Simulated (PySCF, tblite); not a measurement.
Compound: C5H6BO4 (doublet state).
SMILES with atom numbers: `[CH3:1][O:2][B:3]([C:4]#[C:5][C:6]([O:7])=[O:8])[O:9][CH3:10]` (hydrogens: H11, H12, H13 on C1; H14, H15, H16 on C10)

Jobs on this species (16 atoms, 73 electrons) with PySCF (density fitting) and tblite. Hardware of each: Arm Neoverse V1, one thread, no GPU, shared host. Other jobs ran on the host; a repeat could differ by tens of per cent or more.

```tsv
level and settings	work	basis functions	SCF cycles	wall time
GFN2-xTB	L-BFGS relaxation	–	–	0.62 s
GFN2-xTB	Hessian by finite differences	–	–	0.56 s
UKS B3LYP, pcH-1 on B C H O, non-relativistic, mean-field spin-orbit, GIAO	unrestricted SCF, g, hyperfine, density and orbital grids written	310	?	?
```

**Question.** Fill in the missing figures.

**Answer.** 
- UKS B3LYP, pcH-1 on B C H O, non-relativistic, mean-field spin-orbit, GIAO; unrestricted SCF, g, hyperfine, density and orbital grids written: 2.1 min, 32 SCF cycles

**Question.** What do all jobs in the table cost together?

**Answer.** About 2.1 min; the longest takes about 99 % of that, and about 220 times as long as the shortest.
